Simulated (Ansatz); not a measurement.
Consider the formal exchange of groups at the Si–C bond: `CC[SiH]1[AlH][SiH2]1` + `C[SiH3]` → `[SiH3]C[SiH]1[AlH][SiH2]1` + `CC`.

Calculated with Ansatz (gas phase, PBE0-D4/def2-TZVP geometries, no zero-point term in ΔE). CCSD(T)/CBS is the MP2 limit (def2-TZVPP, def2-QZVPP) plus CCSD(T) − MP2 in def2-TZVPP, frozen cores. This one scheme is used for every species. DFT in def2-TZVPP. B3LYP here is the variant with VWN-RPA as its local correlation; programs differ in this. Each species was taken in one conformer, which may not be the lowest.

`CC[SiH]1[AlH][SiH2]1`:

Z-matrix (Å, degrees):
```
C
C 1 1.525
H 1 1.093 2 111.3
H 1 1.093 2 111.3 3 -120.2
H 1 1.093 2 111.4 3 119.8
Si 2 1.886 1 113.3 3 -60.1
H 2 1.095 1 110.8 3 179.1
H 2 1.094 1 110.9 3 61.1
Si 6 2.327 2 132.3 1 169.5
Al 6 2.397 2 145.2 1 69.2
H 6 1.508 2 110.9 1 -60.6
H 9 1.491 6 128.6 2 84.6
H 9 1.499 6 107.4 2 -49.0
H 10 1.588 6 152.7 2 -58.8
```

`C[SiH3]`:

Cartesian coordinates in Å:
```
C -0.102 -0.177 0.966
Si 0.091 0.159 -0.864
H -0.322 -1.232 1.145
H -0.916 0.417 1.386
H 0.815 0.074 1.505
H 1.200 -0.654 -1.435
H 0.394 1.595 -1.107
H -1.159 -0.183 -1.596
```

`[SiH3]C[SiH]1[AlH][SiH2]1`:

Z-matrix (Å, degrees):
```
Si
C 1 1.874
H 1 1.487 2 110.0
H 1 1.487 2 109.9 3 -119.7
H 1 1.489 2 111.2 3 120.2
Si 2 1.879 1 112.0 3 57.3
H 2 1.094 1 109.4 3 178.3
H 2 1.095 1 110.0 3 -63.7
Si 6 2.326 2 129.8 1 58.3
Al 6 2.403 2 146.7 1 156.1
H 6 1.505 2 110.4 1 -68.1
H 9 1.491 6 129.4 2 -83.0
H 9 1.500 6 107.2 2 51.6
H 10 1.588 6 152.0 2 60.4
```

`CC`:

Cartesian coordinates in Å:
```
C 0.262 0.375 0.606
C -0.262 -0.375 -0.606
H -0.533 0.938 1.101
H 0.689 -0.308 1.344
H 1.043 1.086 0.328
H 0.533 -0.938 -1.101
H -0.689 0.308 -1.344
H -1.043 -1.087 -0.328
```

Is it downhill or uphill in electronic energy at CCSD(T)/CBS, and by how much? (Estimate.)

Ansatz gave: Downhill: ΔE = -14.1 kJ/mol.

What do these levels give: PBE-D4, PBE0-D4, B3LYP-D4, ωB97X-V, ωB97M-V, PBE, PBE0, SCS-MP2/def2-TZVPP, CCSD/def2-TZVPP, CCSD(T)/def2-TZVPP, MP2/def2-QZVPP, HF/CBS(def2)? (Estimate.)

Ansatz gave: PBE-D4 -13.0, PBE0-D4 -14.0, B3LYP-D4 -13.9, ωB97X-V -12.5, ωB97M-V -12.9, PBE -10.6, PBE0 -11.7, SCS-MP2/def2-TZVPP -14.1, CCSD/def2-TZVPP -13.3, CCSD(T)/def2-TZVPP -13.8, MP2/def2-QZVPP -15.0, HF/CBS(def2) -11.6 kJ/mol.

Largest T1 diagnostic among the species: 0.014.

The D4 term adds −3.9 kJ/mol with B3LYP and −2.3 kJ/mol with PBE0; it sums over pairs of atoms, weighted by their polarisabilities, and B3LYP, whose exchange is more repulsive, gets the larger term.
